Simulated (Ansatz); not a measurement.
Geometry optimisation, RKS r2SCAN-D4/def2-SVP in Ansatz 0.2.0.

Input file:

```yaml
crystal:
  periodic: [false, false, false]
  atoms:
    - { symbol: Sn, position_ang: [0.0, 0.0, 0.0] }
    - { symbol: H, position_ang: [1.2376, 0.0, 1.4939] }
    - { symbol: H, position_ang: [1.8209, 0.0, 0.6694] }
    - { symbol: Cl, position_ang: [-1.1351, 1.9666, -0.8025] }
    - { symbol: O, position_ang: [-0.9232, -1.5994, -0.6527] }
    - { symbol: H, position_ang: [-1.3778, -2.065, 0.1197] }
basis:
  gaussian: { orbitals: def2-SVP }
hamiltonian:
  xc: r2scan
  dispersion: d4
relax:
  f_tol: 0.15
  max_steps: 25
  restrain:
    - { distance: [1, 2], at: 0.66, k: 30.0 }
    - { distance: [0, 1], at: 2.94, k: 30.0 }
    - { distance: [0, 2], at: 2.94, k: 30.0 }
```

Run as:

```bash
$ ansatz run input.yaml --threads 2 --pin off --max-ram 3072MiB --backend cpu --events-out ev --progress --plain --runs-dir out
```

Where does it end, and by what steps?

The forces met the threshold. The restraints hold the end off the free minimum; the threshold counts their pulls, which the force column leaves out. Restrained pairs: H2–H3 (1.01 → 0.72 Å), Sn1–H2 (1.94 → 2.94 Å), Sn1–H3 (1.94 → 2.94 Å). After 16 steps the energy has fallen by 4.226 eV (the restraints' own energy left out); Sn1 moved furthest, 1.15 Å.

```csv
step,energy less start (eV),largest force component (eV/Å),accepted
0,0.0000,5.804,yes
1,-1.3925,4.603,yes
2,-2.0587,4.211,yes
3,-2.8970,2.462,yes
4,-3.5263,1.307,yes
5,-3.7631,1.330,yes
6,-3.9039,1.503,yes
7,-3.9964,1.516,yes
8,-4.0275,1.497,yes
9,-4.0440,1.338,no
10,-4.0416,1.449,yes
11,-4.0609,1.379,yes
12,-4.0902,1.301,yes
13,-4.1435,1.329,yes
14,-4.1742,1.270,yes
15,-4.1864,1.393,yes
16,-4.2260,1.311,yes
```

```xyz
6
Properties=species:S:1:pos:R:3
Sn -0.018 -0.083 -1.148
H 1.236 -0.206 1.510
H 1.807 0.052 1.157
Cl -1.224 1.934 -0.653
O -1.214 -1.228 -0.016
H -0.964 -2.167 -0.024
```

Time of the run: 19 s on 2 threads of Intel(R) Xeon(R) 6975P-C (Granite Rapids), with other jobs on the host, peak memory 0.18 GiB.
